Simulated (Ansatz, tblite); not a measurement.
Removing and adding an electron: the cluster Rb2H. Charge 0, multiplicity 2. Geometry: B3LYP-D4/def2-TZVP. Ansatz, gas phase; energy differences of separate SCF runs; the oxidised species is a singlet (the triplet lies 2.96 eV higher at PBE0-D4/def2-TZVP); the reduced species is a triplet (the singlet lies 0.20 eV higher at PBE0-D4/def2-TZVPD).

| atom | x (Å) | y (Å) | z (Å) |
| --- | --- | --- | --- |
| Rb1 | 1.3409 | 0.7836 | -1.5424 |
| Rb2 | -0.6542 | -0.2747 | 2.0721 |
| H3 | -0.6868 | -0.5088 | -0.5297 |

In the def2 sets Rb takes a core potential; there is no spin–orbit coupling. The xTB rows come from tblite. Correlated methods freeze no core orbitals; core or outer-core shells of Rb are correlated, in sets that lack core-valence functions. The structure comes from a short search, and lower isomers may exist.

(1) Estimate orbital energies and vertical ionisation energies and electron affinities at: GFN1-xTB; GFN2-xTB; HF/def2-TZVPP; PBE-D4/def2-TZVP; PBE-D4/def2-TZVPD; r2SCAN-D4/def2-TZVP; r2SCAN-D4/def2-TZVPD; PBE0-D4/def2-TZVP; PBE0-D4/def2-TZVPD; MP2/def2-TZVPP; CCSD/def2-TZVPP; CCSD(T)/def2-TZVPP.

Answers

(1) 
```json
{"level": "GFN1-xTB", "−HOMO (eV)": "–", "vertical IE (eV)": "10.29", "−LUMO (eV)": "–", "vertical EA (eV)": "6.47", "HOMO–LUMO gap (eV)": "–", "IE − EA (eV)": "3.81", "remarks": "–"}
{"level": "GFN2-xTB", "−HOMO (eV)": "–", "vertical IE (eV)": "7.96", "−LUMO (eV)": "–", "vertical EA (eV)": "1.23", "HOMO–LUMO gap (eV)": "–", "IE − EA (eV)": "6.72", "remarks": "–"}
{"level": "HF/def2-TZVPP", "−HOMO (eV)": "–", "vertical IE (eV)": "3.06", "−LUMO (eV)": "–", "vertical EA (eV)": "–", "HOMO–LUMO gap (eV)": "–", "IE − EA (eV)": "–", "remarks": "–"}
{"level": "PBE-D4/def2-TZVP", "−HOMO (eV)": "1.98", "vertical IE (eV)": "3.61", "−LUMO (eV)": "1.64", "vertical EA (eV)": "–", "HOMO–LUMO gap (eV)": "0.34", "IE − EA (eV)": "–", "remarks": "–"}
{"level": "PBE-D4/def2-TZVPD", "−HOMO (eV)": "1.97", "vertical IE (eV)": "–", "−LUMO (eV)": "1.63", "vertical EA (eV)": "0.67", "HOMO–LUMO gap (eV)": "0.33", "IE − EA (eV)": "–", "remarks": "HOMO above zero (-1 triplet)"}
{"level": "r2SCAN-D4/def2-TZVP", "−HOMO (eV)": "1.95", "vertical IE (eV)": "3.39", "−LUMO (eV)": "1.48", "vertical EA (eV)": "–", "HOMO–LUMO gap (eV)": "0.48", "IE − EA (eV)": "–", "remarks": "–"}
{"level": "r2SCAN-D4/def2-TZVPD", "−HOMO (eV)": "1.95", "vertical IE (eV)": "–", "−LUMO (eV)": "1.47", "vertical EA (eV)": "0.52", "HOMO–LUMO gap (eV)": "0.47", "IE − EA (eV)": "–", "remarks": "HOMO above zero (-1 triplet)"}
{"level": "PBE0-D4/def2-TZVP", "−HOMO (eV)": "2.32", "vertical IE (eV)": "3.53", "−LUMO (eV)": "1.23", "vertical EA (eV)": "–", "HOMO–LUMO gap (eV)": "1.09", "IE − EA (eV)": "–", "remarks": "–"}
{"level": "PBE0-D4/def2-TZVPD", "−HOMO (eV)": "2.31", "vertical IE (eV)": "–", "−LUMO (eV)": "1.23", "vertical EA (eV)": "0.65", "HOMO–LUMO gap (eV)": "1.08", "IE − EA (eV)": "–", "remarks": "HOMO above zero (-1 triplet)"}
{"level": "MP2/def2-TZVPP", "−HOMO (eV)": "–", "vertical IE (eV)": "3.24", "−LUMO (eV)": "–", "vertical EA (eV)": "–", "HOMO–LUMO gap (eV)": "–", "IE − EA (eV)": "–", "remarks": "–"}
{"level": "CCSD/def2-TZVPP", "−HOMO (eV)": "–", "vertical IE (eV)": "3.26", "−LUMO (eV)": "–", "vertical EA (eV)": "–", "HOMO–LUMO gap (eV)": "–", "IE − EA (eV)": "–", "remarks": "–"}
{"level": "CCSD(T)/def2-TZVPP", "−HOMO (eV)": "–", "vertical IE (eV)": "3.28", "−LUMO (eV)": "–", "vertical EA (eV)": "–", "HOMO–LUMO gap (eV)": "–", "IE − EA (eV)": "–", "remarks": "–"}
```

Relaxing the oxidised species (B3LYP-D4/def2-TZVP) changes its energy by -0.44 eV at PBE-D4/def2-TZVP, so the adiabatic ionisation energy to this nearest minimum is 3.17 eV. At PBE0-D4/def2-TZVP it is 3.05 eV.     A HOMO above zero means that the electron is unbound at that level or that self-interaction error raises the level; the energy of removing that electron tells which. HOMO and LUMO are the levels of the spin that leaves or enters (xTB has no such levels and no spin-polarisation term). Other spin states of the ions may lie lower, which would lower the ionisation energy or raise the affinity. Raw xTB energy differences between charge states are shifted by several eV; the methods need an empirical correction for them.
